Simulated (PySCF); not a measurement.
**Structure from NMR data**

The spectra below were simulated for a compound C4H9FO3Si.

¹H NMR (400 MHz, computed): δ 4.08 (s, 6H), 2.38 (s, 3H).

¹³C{¹H} NMR (computed): δ 241.4 (C), 54.3 (CH3), 40.3 (CH3).

PySCF calculation with PBE0/pcSseg-1 with gauge-including orbitals and structure optimised with GFN2-xTB; no solvent, relativity neglected, a single conformation, averaged over atoms made equivalent by symmetry, fast rotation or ring inversion.

References, each an isolated molecule treated in the same way: ¹H (σ = 31.72 ppm), ¹³C (σ = 186.93 ppm) against TMS.

Question: Deduce the structure.

Answer: 
Rings plus π bonds: 1 (no ring in the answer). 3 carbon signals for 4 carbons: some carbons are equivalent by symmetry or fast rotation. Carbon types of the structure: 1 × C, 3 × CH3, which accounts for all hydrogens. δC 241.4: carbonyl carbon. δC 54.3: methyl carbon bonded to O; pulled downfield by the heteroatom. δC 40.3: methyl carbon α to a carbonyl; the adjacent C=O deshields it moderately. δH 4.08: hydrogen on a methyl carbon bonded to O; its carbon carries O, hence the downfield position. δH 2.38: hydrogen on a methyl carbon α to a carbonyl; α to C=O.

Structure: SMILES C([Si](OC)(F)OC)(C)=O.

The data come from this structure; uniqueness wasn't tested.

Splittings by ¹⁹F in the carbon and heteronuclear signals aren't shown, as no couplings were computed. Shifts are as computed. Against solution values, carbons near 30 ppm lie about +3 ppm off and those near 130 ppm about +5 ppm. Of 1211 compounds with measured shifts, 218 miss one by over three times the rms of a fit or turn the order of signals round; such compounds aren't used in these exercises. Multiplicities follow the n + 1 count of equivalent neighbours, as no J values were calculated; m marks all less simple cases, F and P coupling included.
